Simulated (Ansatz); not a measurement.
Isolated molecules relaxed with PBE0-D4/def2-TZVP in Ansatz; ΔE leaves out vibrations. CCSD(T)/CBS adds triple-zeta CCSD(T) − MP2 to the extrapolated MP2 energy (def2 sets, frozen cores). Functionals use def2-TZVPP. B3LYP here is the variant with VWN-RPA as its local correlation; programs differ in this. For Br outer-core shells are correlated without core-valence functions, which leaves a few kJ/mol of doubt a bond. Scalar relativity is left out up to krypton. Each species was taken in one conformer, which may not be the lowest.

Reaction (ligand exchange at the Si–C bond): `[SiH3]C(Br)Br` + `N=C1C[SiH2]1` → `[SiH3]/N=C1\C[SiH2]1` + `BrCBr`

Q: Is it downhill or uphill in electronic energy at CCSD(T)/CBS, and by how much? (An estimate is asked.)

A: Computed: Downhill: ΔE = -0.36 eV.

Q: What do these levels give: B3LYP-D4, ωB97M-V, CCSD(T)/def2-TZVPP, HF/def2-QZVPP, HF/CBS(def2), CCSD/CBS(def2)? (Best estimate.)

A: Computed: B3LYP-D4 -0.45, ωB97M-V -0.39, CCSD(T)/def2-TZVPP -0.38, HF/def2-QZVPP -0.55, HF/CBS(def2) -0.55, CCSD/CBS(def2) -0.37 eV.

Largest T1 diagnostic among the species: 0.014.

In def2-TZVPP, CCSD(T) changes the Hartree–Fock value by +0.16 eV (the triples alone add +0.01 eV) and MP2 by +0.14 eV.
